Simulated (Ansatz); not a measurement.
C3H9BO (`BC(O)CC`) at its PBE0-D4/def2-TZVP geometry, where that method's forces vanish. Total charge 0; spin multiplicity 1.

```xyz
14

B     0.5363   -0.7189    1.8195
C    -0.3162   -0.2153    0.6248
O     0.5605   -1.4132    0.3028
C     0.0450    0.9329   -0.2618
C    -0.3727    0.7587   -1.7131
H     0.0444   -1.4715    2.6129
H     1.5956   -0.2092    2.0393
H    -1.3610   -0.5160    0.5406
H     0.0227   -2.2113    0.3219
H    -0.4363    1.8189    0.1685
H     1.1222    1.1082   -0.1871
H    -0.0922    1.6261   -2.3144
H    -1.4553    0.6295   -1.8010
H     0.1070   -0.1190   -2.1527
```

What forces (eV/Å) does B3LYP-D4/def2-TZVPP give on these atoms in the Gaussian-basis code of Ansatz? (An estimate is asked.)

Ansatz gave: 
```
B1   0.071  0.073  0.308
C2  -0.287  0.165  0.163
O3   0.139 -0.405 -0.239
C4   0.103  0.191  0.119
C5  -0.050 -0.015 -0.228
H6   0.063  0.084 -0.070
H7  -0.116 -0.055  0.000
H8   0.072  0.026  0.006
H9   0.036 -0.045 -0.045
H10  0.026 -0.031 -0.025
H11 -0.061  0.004 -0.016
H12 -0.017 -0.043  0.019
H13  0.048  0.005 -0.003
H14 -0.028  0.045  0.009
```

B3LYP here is the variant with VWN-RPA as its local correlation; programs differ in this.
